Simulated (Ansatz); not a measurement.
`N[SiH](O)[Si](N)(O)O` + H₂ → `N[Si@H](O)[Si@H](N)O` + H₂O  (hydrogenolysis of the Si–O bond)

Program: Ansatz. Geometries: PBE0-D4/def2-TZVP. ΔE: electronic, gas phase. CCSD(T)/CBS is the MP2 limit (def2-TZVPP, def2-QZVPP) plus CCSD(T) − MP2 in def2-TZVPP, frozen cores. This one scheme is used for every species. Functionals use def2-TZVPP. B3LYP here is the variant with VWN-RPA as its local correlation; programs differ in this. One conformer a species, not always the lowest.

```tsv
level	ΔE (kcal/mol)	difference from CCSD(T)/CBS
r2SCAN-D4	26.7	1.9
ωB97M-V	25.6	0.8
B2PLYP	24.9	0.1
PBE	22.6	-2.2
r2SCAN	26.4	1.6
PBE0	22.8	-2.0
B3LYP	23.7	-1.1
HF/def2-TZVPP	23.5	-1.3
MP2/def2-TZVPP	26.0	1.2
CCSD/def2-TZVPP	24.3	-0.5
CCSD(T)/CBS	24.8	0
```

Largest T1 diagnostic among the species: 0.012.

In def2-TZVPP, CCSD(T) changes the Hartree–Fock value by +1.2 kcal/mol (the triples alone add +0.5 kcal/mol) and MP2 by +2.5 kcal/mol. The D4 term adds +1.8 kcal/mol with B3LYP and +1.0 kcal/mol with PBE0; it sums over pairs of atoms, weighted by their polarisabilities, and B3LYP, whose exchange is more repulsive, gets the larger term.
